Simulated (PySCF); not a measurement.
## What the low excited states add to the polarisability

Compound: C₆H₁₂Se.
Z-matrix (Å and degrees, PBE0-D3(BJ)/def2-SVP geometry), rows numbered from 1:
```
C 
C   1  1.5214
C   2  1.5256  1  114.20
C   3  1.5377  2  114.73  1    60.82
C   4  1.5002  3  113.69  2    58.86
C   5  1.4931  4  116.25  3    65.22
Se  5  1.7687  4  121.90  3  -114.32
H   1  1.1010  2  111.58  3   -65.05
H   1  1.1024  2  111.30  3    55.55
H   1  1.1003  2  111.07  3   175.35
H   2  1.1028  1  109.69  3  -121.58
H   2  1.1043  1  109.25  3   122.94
H   3  1.1032  2  109.49  1   -60.00
H   3  1.1028  2  109.50  1  -175.47
H   4  1.1056  3  108.06  2   178.81
H   4  1.0984  3  110.27  2   -64.25
H   6  1.0962  5  112.00  4   178.71
H   6  1.1039  5  110.24  4   -59.82
H   6  1.1042  5  109.96  4    56.79
```

Computed with TDDFT B3LYP/def2-SVPD, vertical, gas phase, core orbitals frozen in the response (PySCF). The B3LYP/def2-SVPD calculation is non-relativistic and has no spin–orbit coupling, an omission that weighs most on selenium.

Computed singlets:

```json
{"state": "S1", "E (eV)": "2.11", "f": "0.0000"}
{"state": "S2", "E (eV)": "4.94", "f": "0.211"}
{"state": "S3", "E (eV)": "5.21", "f": "0.061"}
{"state": "S4", "E (eV)": "5.41", "f": "0.0014"}
{"state": "S5", "E (eV)": "5.57", "f": "0.0099"}
{"state": "S6", "E (eV)": "5.86", "f": "0.0053"}
{"state": "S7", "E (eV)": "5.97", "f": "0.052"}
{"state": "S8", "E (eV)": "6.01", "f": "0.0051"}
{"state": "S9", "E (eV)": "6.05", "f": "0.0045"}
{"state": "S10", "E (eV)": "6.09", "f": "0.0096"}
```

Q: How much of the mean static polarisability do these states give, one by one?

A: Each state adds f / ΔE² (ΔE in hartree, 27.2114 eV).

```json
{"state": "S1", "f/ΔE² (au)": "0.00", "running sum (au)": "0.00", "running share of α (%)": "0.0"}
{"state": "S2", "f/ΔE² (au)": "6.40", "running sum (au)": "6.40", "running share of α (%)": "6.1"}
{"state": "S3", "f/ΔE² (au)": "1.66", "running sum (au)": "8.06", "running share of α (%)": "7.7"}
{"state": "S4", "f/ΔE² (au)": "0.04", "running sum (au)": "8.10", "running share of α (%)": "7.7"}
{"state": "S5", "f/ΔE² (au)": "0.24", "running sum (au)": "8.33", "running share of α (%)": "8.0"}
{"state": "S6", "f/ΔE² (au)": "0.11", "running sum (au)": "8.45", "running share of α (%)": "8.1"}
{"state": "S7", "f/ΔE² (au)": "1.08", "running sum (au)": "9.53", "running share of α (%)": "9.1"}
{"state": "S8", "f/ΔE² (au)": "0.10", "running sum (au)": "9.63", "running share of α (%)": "9.2"}
{"state": "S9", "f/ΔE² (au)": "0.09", "running sum (au)": "9.72", "running share of α (%)": "9.3"}
{"state": "S10", "f/ΔE² (au)": "0.19", "running sum (au)": "9.91", "running share of α (%)": "9.5"}
```

The full response gives 104.53 au (15.49 Å³), so 94.6 au comes from the higher roots of the same equations.

Q: By how much does the contribution of these states grow at 1064 nm?

A: With ω = 0.0428 hartree each state's term in the mean polarisability goes from f / ΔE² to f / (ΔE² − ω²); the sum over all 10 states goes from 9.91 to 10.46 au, a rise of 0.54 au.

The largest single term belongs to S2, which also has the largest f.

Time: 2.6 min wall. Hardware: Arm Neoverse V2, one thread, on a shared host.

One conformer stands for the species.
